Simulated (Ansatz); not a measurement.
Be₆O₆⁺, that is (BeO)6 prism with one electron fewer. The state is a doublet with charge 1. Geometry PBE-D4/def2-SVP, that of the neutral singlet; atoms count from 1.

Cartesian coordinates in Å:
```
Be -1.362 0.228 0.904
O -1.726 0.489 -0.606
Be -0.390 0.853 -1.358
O 0.967 1.421 -0.796
Be 1.032 1.056 0.735
O -0.126 0.718 1.748
Be 0.390 -0.853 1.358
O -0.967 -1.421 0.796
Be -1.032 -1.056 -0.735
O 0.126 -0.718 -1.748
Be 1.362 -0.228 -0.904
O 1.726 -0.489 0.606
```

Question: Estimate the Mulliken populations from the PBE0/def2-TZVP orbitals of Ansatz.

Answer: 
| atom | charge (e) | spin (α − β) |
| --- | --- | --- |
| Be1 | 0.35 | -0.02 |
| O2 | -0.19 | 0.19 |
| Be3 | 0.35 | -0.02 |
| O4 | -0.19 | 0.19 |
| Be5 | 0.35 | -0.02 |
| O6 | -0.19 | 0.19 |
| Be7 | 0.35 | -0.02 |
| O8 | -0.19 | 0.19 |
| Be9 | 0.35 | -0.02 |
| O10 | -0.19 | 0.19 |
| Be11 | 0.35 | -0.02 |
| O12 | -0.19 | 0.19 |
Mulliken values depend strongly on the basis.

Question: Where does the spin sit?

Answer: Summed by element: Be -0.11, O 1.11, of 1 unpaired in all. Largest on single atoms: O4 0.19, O10 0.19, O6 0.19.

Question: And the Mayer bond orders between heavy atoms (over 0.3)?

Answer: Be1–O2 0.85 (1.58 Å); Be1–O6 0.85 (1.58 Å); Be1–O8 0.55 (1.70 Å); O2–Be3 0.85 (1.58 Å); O2–Be9 0.55 (1.70 Å); Be3–O4 0.85 (1.58 Å); Be3–O10 0.55 (1.70 Å); O4–Be5 0.85 (1.58 Å); O4–Be11 0.55 (1.70 Å); Be5–O6 0.85 (1.58 Å); Be5–O12 0.55 (1.70 Å); O6–Be7 0.55 (1.70 Å); Be7–O8 0.85 (1.58 Å); Be7–O12 0.85 (1.58 Å); O8–Be9 0.85 (1.58 Å); Be9–O10 0.85 (1.58 Å); O10–Be11 0.85 (1.58 Å); Be11–O12 0.85 (1.58 Å).
